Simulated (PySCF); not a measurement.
Circular dichroism: `C[Si@H]1O[SiH2][C@H]1[SiH3]`, C2H10OSi3

Molfile (atoms numbered from 1):
```
C2H10OSi3
     RDKit          3D

 16 16  0  0  0  0  0  0  0  0999 V2000
   -2.1423   -0.7347    0.4024 C   0  0  0  0  0  0  0  0  0  0  0  0
   -0.9804    0.3686   -0.5895 Si  0  0  1  0  0  4  0  0  0  0  0  0
   -0.7811    1.8587    0.1356 O   0  0  0  0  0  0  0  0  0  0  0  0
    0.8721    1.8974    0.2947 Si  0  0  0  0  0  4  0  0  0  0  0  0
    0.9166    0.1059   -0.3944 C   0  0  1  0  0  0  0  0  0  0  0  0
    1.5367   -1.2798    0.7272 Si  0  0  0  0  0  4  0  0  0  0  0  0
   -3.1152   -0.2675    0.5142 H   0  0  0  0  0  0  0  0  0  0  0  0
   -1.7527   -0.9380    1.3945 H   0  0  0  0  0  0  0  0  0  0  0  0
   -2.2850   -1.6830   -0.1031 H   0  0  0  0  0  0  0  0  0  0  0  0
   -1.4304    0.6143   -1.9597 H   0  0  0  0  0  0  0  0  0  0  0  0
    1.3989    2.9258   -0.5920 H   0  0  0  0  0  0  0  0  0  0  0  0
    1.1853    2.0942    1.7010 H   0  0  0  0  0  0  0  0  0  0  0  0
    1.4323    0.0298   -1.3509 H   0  0  0  0  0  0  0  0  0  0  0  0
    3.0021   -1.2294    0.8167 H   0  0  0  0  0  0  0  0  0  0  0  0
    1.1478   -2.5852    0.1761 H   0  0  0  0  0  0  0  0  0  0  0  0
    0.9877   -1.1680    2.0833 H   0  0  0  0  0  0  0  0  0  0  0  0
  1  2  1  0
  2  3  1  0
  3  4  1  0
  4  5  1  0
  5  6  1  0
  5  2  1  0
  1  7  1  0
  1  8  1  0
  1  9  1  0
  2 10  1  6
  4 11  1  0
  4 12  1  0
  5 13  1  6
  6 14  1  0
  6 15  1  0
  6 16  1  0
M  END
```

The calculation used PySCF 2.14.0, TDDFT wB97X-D/def2-SVPD circular dichroism and optical rotation, one conformer, gas phase. Geometry: GFN2-xTB.

Task: Assign R or S to each stereocentre.

Result: Si2 R, C5 R.

Task: Which excitations and rotatory strengths does the calculation give?

Result: Rotatory strengths R in 10⁻⁴⁰ esu² cm², velocity form and length form (origin at the centre of mass); f in length form.
```tsv
state	E (eV)	λ (nm)	f	R (velocity)	R (length)	main
1	6.69	185	0.065	-12.4	-11.3	HOMO→LUMO 0.89
2	6.70	185	0.005	-11.9	-13.6	HOMO−1→LUMO 0.89
3	6.96	178	0.0002	+6.3	+6.8	HOMO−2→LUMO 0.90
4	7.71	161	0.001	+8.2	+8.3	HOMO→LUMO+1 0.64, HOMO→LUMO+2 0.25
5	7.83	158	0.021	-14.8	-14.0	HOMO−1→LUMO+1 0.53, HOMO−1→LUMO+2 0.31
6	8.09	153	0.006	-16.2	-14.8	HOMO→LUMO+2 0.20, HOMO−2→LUMO+1 0.18
7	8.10	153	0.024	+21.5	+19.8	HOMO→LUMO+2 0.38, HOMO−2→LUMO+1 0.16
8	8.17	152	0.015	-16.3	-15.6	HOMO−4→LUMO 0.25, HOMO−2→LUMO+1 0.15
9	8.24	150	0.041	-29.5	-29.0	HOMO−1→LUMO+2 0.40, HOMO−1→LUMO+1 0.24
10	8.30	149	0.022	+20.1	+19.5	HOMO−3→LUMO 0.49, HOMO−4→LUMO 0.15
11	8.44	147	0.066	+11.3	+11.4	HOMO→LUMO+5 0.26, HOMO→LUMO+3 0.26
12	8.52	145	0.067	+13.2	+12.9	HOMO→LUMO+3 0.42, HOMO→LUMO+5 0.15
```

Among the states computed, the strongest CD band (largest |R|) is state 9. The largest dissymmetry factor in size, g = 4R/(D+G), with D and G the electric and magnetic dipole strengths, is +0.37 for state 3 (velocity form, f = 0.0002), among bands with |R| over 0.5. The mirror image has the same energies and oscillator strengths and all R with the opposite sign.
